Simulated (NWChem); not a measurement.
System: CH₆O₂Si₂; SMILES [Si@H]1(O)OC[SiH2]1

```xyz
11

O      0.4162    -2.1827     0.4651
Si     0.0643    -0.8482    -0.4518
O     -1.3627    -0.0645     0.0031
C     -1.0431     1.3131     0.2560
Si     0.8783     1.2948     0.0293
H      0.4837    -2.0516     1.4158
H      0.0292    -1.3871    -1.8366
H     -1.5618     1.9664    -0.4669
H     -1.3857     1.6017     1.2647
H      1.4186     2.1948    -1.0361
H      1.6507     1.5219     1.2918
```
Atoms are numbered in this order, from 1.

Results from NWChem. All runs use the structure optimised with PBE0/def2-SVP. Total energies compare along this basis series because the functional is fixed.

| level | basis functions | energy (Ha) | highest occupied level (eV) | orbital gap (eV) | dipole (D) |
|---|---|---|---|---|---|
| Hartree-Fock/pcseg-1 | 108 | -768.8912 | ? | ? | ? |
| Hartree-Fock/aug-pcseg-1 | 177 | -768.9154 | -10.27 | 10.98 | 2.35 |
| Hartree-Fock/pcseg-2 | 242 | -769.0960 | -10.25 | 12.64 | 2.47 |
| Hartree-Fock/STO-3G | 39 | -759.8041 | -7.30 | 16.24 | 2.40 |
| Hartree-Fock/def2-SVP | 108 | -768.6593 | -10.27 | 13.61 | 2.59 |

Q: What belongs in the gaps?

A: 
- Hartree-Fock/pcseg-1, highest occupied level (eV): -10.35
- Hartree-Fock/pcseg-1, orbital gap (eV): 13.04
- Hartree-Fock/pcseg-1, dipole (D): 2.85
